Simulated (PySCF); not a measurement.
CH₇NSi₂, SMILES [SiH2]1[SiH2]NC1.

Geometry optimised at B3LYP-D3(BJ)/def2-SVP. The structure was generated by enumeration, and PubChem lists no compound with its InChIKey, so it may never have been made.

Level of theory: PBE/def2-TZVP (PySCF).

The molecule is in vacuum.

```json
{
  "total_energy": "-675.66713 hartree",
  "point_group": "Cs",
  "highest_occupied_level": "-5.40 eV",
  "lowest_empty_level": "-0.99 eV",
  "orbital_gap": "4.40 eV",
  "dipole_moment": "1.05 D",
  "quadrupole, principal values (traceless, Buckingham form, about the centre of nuclear charge)": "-2.93, -1.12, 4.05 D·Å",
  "mean_static_polarisability": "76.3 bohr³ (11.30 Å³)",
  "polarisability_principal_values": "64.6, 74.2, 90.0 bohr³"
}
```
